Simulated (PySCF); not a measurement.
H8Si3, SMILES [SiH2]([SiH3])[SiH3] (connectivity only; charge and spin as stated), charge -1, multiplicity 2.

Coordinates come from a B3LYP-D3(BJ)/def2-SVPD optimisation. The multiplicity is an assumed one; no other spin state was optimised.

Method: PySCF with M06-2X/def2-SVPD.

Isolated molecule, no solvent.

```yaml
total_energy: -872.91314 hartree
point_group: C2v
"α spin, highest occupied and lowest empty level": -0.05 and 4.44 eV
"β spin, highest occupied and lowest empty level": -4.01 and 3.18 eV
dipole_moment_about_the_centre_of_nuclear_charge: 0.27 D
mean_static_polarisability: 155.5 bohr³ (23.04 Å³)
polarisability_principal_values: 99.7, 113.2, 253.5 bohr³
"⟨S²⟩": 0.757 (pure state 0.75)
```
